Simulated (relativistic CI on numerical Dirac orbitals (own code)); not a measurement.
**Nd⁴⁺: 4p photoemission**

Computed with this model: Dirac-Coulomb-Breit CI, orbitals from a KLI potential per configuration, a model potential for QED, valence Slater integrals scaled by 0.7, multiplet model of photoemission in the sudden approximation; configurations [Xe] 4f2 → [Ar] 3d10 4s2 4p5 4d10 4f2 5s2 5p6; 300 K; Lorentzian 1.75 eV and Gaussian 0.7 eV FWHM. Energies are those of the free ion, without screening or charge transfer. The energies are binding energies and can lie tens of eV above those of solids. S is read from ⟨S²⟩ = S(S + 1).

free ion: ground-state S = 0.97, centroid 304.14 eV. Peaks (eV, height): 294.0 (54), 296.0 (100), 318.8 (50), 322.6 (36).

Strongest unbroadened transitions for free ion:

| Energy (eV) | Relative strength |
| --- | --- |
| 293.42 | 48.5 |
| 293.95 | 26.7 |
| 294.48 | 3.5 |
| 295.34 | 8.4 |
| 295.96 | 100.0 |
| 296.33 | 58.8 |
| 296.55 | 5.1 |
| 297.17 | 4.1 |
| 297.56 | 6.5 |
| 297.86 | 21.9 |
| 298.07 | 3.3 |
| 299.31 | 6.0 |
| 299.65 | 15.3 |
| 300.12 | 8.0 |
| 318.75 | 88.6 |
| 319.47 | 3.5 |
| 322.23 | 27.3 |
| 322.91 | 39.5 |
